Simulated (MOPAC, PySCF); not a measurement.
H$_{3}$NOSi, SMILES `N[SiH]=O`, neutral singlet in the gas phase. 

Cartesian coordinates (Å):
SMILES: N[SiH]=O
```xyz
6

N     -0.8862    -0.0050     0.0082
Si     0.8033    -0.0607    -0.0069
O      1.6828    -1.3172    -0.0062
H     -1.4081     0.8660     0.0068
H     -1.4707    -0.8351     0.0194
H      1.2790     1.3520    -0.0212
```
Charge 0, spin multiplicity 1.

All levels are single points at this geometry (PBE-D3(BJ)/def2-TZVP); Pople sets use spherical d functions. Orbital energies aren't observables, and empty levels follow the basis.

```tsv
level	HOMO (eV)	LUMO (eV)	gap (eV)	dipole (D)	vertical IE, Delta-SCF (eV)
PBE-D3(BJ)/def2-TZVP in PySCF	-6.40	-1.54	4.86	4.83	–
B3LYP/LANL2DZ in PySCF	-7.59	-0.99	6.60	5.24	–
BP86/6-31G* in PySCF	-6.18	-1.14	5.04	4.72	–
M06-2X/6-31G* in PySCF	-9.14	0.68	9.82	5.03	–
PBE/6-31G* in PySCF	-6.07	-1.07	5.00	4.70	10.00
SVWN5/6-31G* in PySCF	-6.21	-1.25	4.96	4.80	–
AM1 in MOPAC	-10.47	0.25	10.72	3.96	–
PM3 in MOPAC	-9.06	0.08	9.15	4.00	–
PM6 in MOPAC	-11.07	-1.09	9.98	5.37	–
```
